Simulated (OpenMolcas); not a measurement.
**Ag³⁺: from CASSCF to CASPT2**

```
Program             : OpenMolcas
Basis               : ANO-RCC-VTZP [7s6p4d2f1g]
Scalar Hamiltonian  : DKH2, point nucleus
Active space        : 8 electrons in 5 orbitals (4d)
State averaging     : 2S+1 = 3 even, 10 roots; 2S+1 = 1 even, 15 roots
Spin-orbit coupling : RASSI with atomic mean-field integrals over the reference wave functions, term energies averaged over their components
```

Methods on the same reference wave functions:
A. CASSCF
B. SS-CASPT2, IPEA 0.25 Eh, imaginary shift 0.1 Eh (closed shells correlated: 4s 4p)
C. XMS-CASPT2, IPEA 0.25 Eh, imaginary shift 0.1 Eh (closed shells correlated: 4s 4p)

Energies in cm-1 above 4d8 3F4, the measured ground level; measured values from the list in Gamrath, thesis, University of Mons (2023).

```json
{"Level": "4d8 3F4", "A": "0.0", "B": "0.0", "C": "0.0", "Measured": "0.0"}
{"Level": "4d8 3F3", "A": "3960", "B": "3980", "C": "3980", "Measured": "4172"}
{"Level": "4d8 3F2", "A": "5956", "B": "5630", "C": "5660", "Measured": "5830"}
{"Level": "4d8 3P1", "A": "19709", "B": "16410", "C": "16100", "Measured": "15900"}
{"Level": "4d8 3P0", "A": "20050", "B": "16660", "C": "16350", "Measured": "16092"}
{"Level": "4d8 1G4", "A": "24223", "B": "21160", "C": "21030", "Measured": "20570"}
{"Level": "4d8 1S0", "A": "56315", "B": "48310", "C": "48320", "Measured": "47139"}
```

Deviations, from unrounded energies. A percentage is the sum of absolute deviations over the sum of measured energies, with the sign that they share, or ± where signs differ.

| Against measurement | Levels | A | B | C |
| --- | --- | --- | --- | --- |
| mean absolute deviation (cm-1) | 6 | 3500 | 540 | 410 |
| fine structure of the ground term (%) | 2 | ±3.4 | -3.9 | -3.6 |
| other terms of the ground configuration (%) | 4 | +20.7 | +2.8 | +2.1 |

C lies closest to measurement on these levels and A furthest from it. The largest miss of C in the table is 4d8 1S0, by +1200 cm-1. The ranking rests on the paired levels alone, and a cruder setting can come out closer through cancelling errors.

Between B and C the level of the table that moves most is 4d8 3P1, by 310 cm-1 (lowest in C, highest in B). Moves below CASPT2's spread within the term are not significant.

The mean deviations of B to C differ by less than CASPT2's widest spread within a term (830 cm-1), so their order carries little weight.

From A to B the spin-free energies of the other terms of 4d8 shown, above 3F, scale by factors of 0.79 to 0.85, as is usual when dynamic correlation screens the repulsion within a d or f shell.

The lowest spin-free term lies below A's lowest term by 0.440 hartree in B, 0.444 hartree in C.

CASPT2 breaks the degeneracy within a term, and the mean is taken; among the terms shown or strongly mixed into the levels shown the widest spread is 830 cm-1 (4d8 1G, C). Without dynamic correlation excited terms often stand tens of per cent too high (terms of higher spin than the ground term too low), and those without a measured partner can miss by more than the paired ones (holds for A). Measured partners are found by configuration, term and J. A level has none where our copy of the source lacks it or the pairing is in doubt (some pairs that miss far off the trend of their configuration count as doubtful), and it then counts in no deviation. Only configurations of the active space appear. Levels that lie high or do not pair safely by name in every column are left out.
